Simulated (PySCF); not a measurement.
Dimer: C2H2 (SMILES C#C) (first 4 atoms) with H2 (SMILES [H][H]); geometry from B3LYP-D3(BJ)/def2-TZVP, rigid monomers moved along the line of their centres of mass till C2···H5 is 2.84 Å.
(charge 0, multiplicity 1):
```xyz
6

C     -0.9017    -0.1364     0.2343
C      0.2333     0.0209    -0.1113
H     -1.9094    -0.2760     0.5417
H      1.2415     0.1606    -0.4169
H      0.4682     0.0797     2.7190
H      0.6858     0.1169     3.4303
```

Monomers are frozen at their geometry in the pair; levels with a basis set take the counterpoise correction. Rows marked so take none.

Rows in 3-21G, 6-31G* carry no dispersion term and start afresh at each structure (6-31G* with six Cartesian d functions).

Run with PySCF for 3-21G rows, 6-31G* rows. Each number belongs to the level named beside it.

Problem. One of these levels gives 0.74 kcal/mol for the interaction energy. Which?
(A) HF/6-31G*
(B) BP86/6-31G* (no counterpoise)
(C) B3LYP/3-21G (no counterpoise)

Solution. A, HF/6-31G*. The others give 0.08 (BP86/6-31G* (no counterpoise)), -0.37 (B3LYP/3-21G (no counterpoise))
